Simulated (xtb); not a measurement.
CH3AlF2, charge -1, doublet, from a rough starting geometry (GFN-xTB shapes and energies of metal compounds can be far from the true ones) (a state made from the parent by changing its charge; the spin is typed, not shown lowest); GFN2-xTB in xtb.

Here is a job for xtb.
```
$ xtb mol.xyz --gfn 2 --chrg -1 --uhf 1 --opt vtight --json

# file mol.xyz
7

Al     0.74001687     0.59203083     0.04945167
C     -0.70891124    -0.58240577    -0.04039764
H     -0.58518854    -1.44188005    -0.59841738
H     -1.62255983    -0.05112059    -0.41169601
H     -0.99201526    -0.94454400     0.93750422
F      0.76012327     2.18681523    -0.48235872
F      2.30014811     0.17978189     0.64895772
```

It wrote (shortened):

```
   ID    Z sym.   atoms
    1   13 Al     1
    2    6 C      2
    3    1 H      3-5
    4    9 F      6, 7

           -------------------------------------------------
          |                Calculation Setup                |
           -------------------------------------------------

           -------------------------------------------------
          |                 G F N 2 - x T B                 |
           -------------------------------------------------

          ...................................................
          :                      SETUP                      :
          :.................................................:
          :  # basis functions                  25          :
          :  # atomic orbitals                  24          :
          :  # shells                           12          :
          :  # electrons                        25          :
          :  max. iterations                   250          :
          :  Hamiltonian                  GFN2-xTB          :
          :  restarted?                      false          :
          :  GBSA solvation                  false          :
          :  PC potential                    false          :
          :  electronic temp.          300.0000000     K    :
          :  accuracy                    1.0000000          :
          :  -> integral cutoff          0.2500000E+02      :
          :  -> integral neglect         0.1000000E-07      :
          :  -> SCF convergence          0.1000000E-05 Eh   :
          :  -> wf. convergence          0.1000000E-03 e    :
          :  Broyden damping             0.4000000          :
          :  net charge                         -1          :
          :  unpaired electrons                  1          :
          ...................................................

 iter      E             dE          RMSdq      gap      omega  full diag
   1    -14.5585437 -0.145585E+02  0.101E+01    0.90       0.0  T
   2    -14.5669878 -0.844418E-02  0.865E+00    1.48       1.0  T
   3    -14.5562445  0.107434E-01  0.575E+00    2.11       1.0  T
   4    -14.5789231 -0.226786E-01  0.203E+00    2.67       1.0  T
   5    -14.5868473 -0.792424E-02  0.644E-01    2.63       1.0  T
   6    -14.5871553 -0.308001E-03  0.379E-01    2.52       1.0  T
   7    -14.5872221 -0.667498E-04  0.104E-01    2.46       1.0  T
   8    -14.5872324 -0.103573E-04  0.358E-02    2.46       1.1  T
[...]
 * total energy  :   -14.5147791 Eh     change       -0.1932066E-04 Eh
 * total energy  :   -14.5147931 Eh     change       -0.1399810E-04 Eh
 * total energy  :   -14.5148018 Eh     change       -0.8731449E-05 Eh
 * total energy  :   -14.5148030 Eh     change       -0.1231546E-05 Eh
 * total energy  :   -14.5148035 Eh     change       -0.4461446E-06 Eh
 * total energy  :   -14.5148040 Eh     change       -0.5068582E-06 Eh
 * total energy  :   -14.5148042 Eh     change       -0.2607943E-06 Eh
 * total energy  :   -14.5148045 Eh     change       -0.2237808E-06 Eh
 * total energy  :   -14.5148047 Eh     change       -0.2547139E-06 Eh
 * total energy  :   -14.5148049 Eh     change       -0.2363216E-06 Eh
 * total energy  :   -14.5148051 Eh     change       -0.1529008E-06 Eh
 * total energy  :   -14.5148052 Eh     change       -0.7644596E-07 Eh
   *** GEOMETRY OPTIMIZATION CONVERGED AFTER 32 ITERATIONS ***
         :: total energy             -14.514805174818 Eh    ::
[...]
             Fermi-level           -0.0560822 Eh           -1.5261 eV

     #   Z          covCN         q      C6AA      α(0)
     1  13 Al       2.128     0.219   152.344    28.712
     2   6 C        3.558    -0.209    25.734     7.401
     3   1 H        0.924    -0.048     4.042     3.144
     4   1 H        0.923    -0.065     4.468     3.306
     5   1 H        0.924    -0.048     4.038     3.143
     6   9 F        0.669    -0.437    14.015     4.419
     7   9 F        0.671    -0.412    13.697     4.369

 Mol. C6AA /au·bohr⁶  :        899.386950
 Mol. C8AA /au·bohr⁸  :      37670.107160
 Mol. α(0) /au        :         54.492978

Wiberg/Mayer (AO) data.
largest (>0.10) Wiberg bond orders for each atom

 ---------------------------------------------------------------------------
     #   Z sym  total        # sym  WBO       # sym  WBO       # sym  WBO
 ---------------------------------------------------------------------------
     1  13 Al   2.904 --     7 F    1.028     6 F    0.976     2 C    0.818
     2   6 C    3.753 --     4 H    0.968     5 H    0.966     3 H    0.966
                             1 Al   0.818
     3   1 H    0.998 --     2 C    0.966
     4   1 H    0.996 --     2 C    0.968
     5   1 H    0.998 --     2 C    0.966
     6   9 F    1.014 --     1 Al   0.976
     7   9 F    1.058 --     1 Al   1.028
 ---------------------------------------------------------------------------

Topologies differ in total number of bonds
Writing topology from bond orders to xtbtopo.mol

molecular dipole:
                 x           y           z       tot (Debye)
 q only:       -1.698      -1.250      -0.129
   full:       -2.004      -1.562      -0.118       6.466
molecular quadrupole (traceless):
                xx          xy          yy          xz          yz          zz
 q only:       -4.052      -8.764      -4.909      -1.491       2.363       8.961
  q+dip:       -3.816      -8.086      -4.770      -1.555       2.392       8.585
   full:       -3.625      -8.675      -5.157      -1.338       2.387       8.782

optimized geometry written to: xtbopt.xyz

           -------------------------------------------------
          | TOTAL ENERGY              -14.514805174818 Eh   |
          | GRADIENT NORM               0.000031778317 Eh/α |
          | HOMO-LUMO GAP               2.660154131840 eV   |
           -------------------------------------------------

normal termination of xtb
```
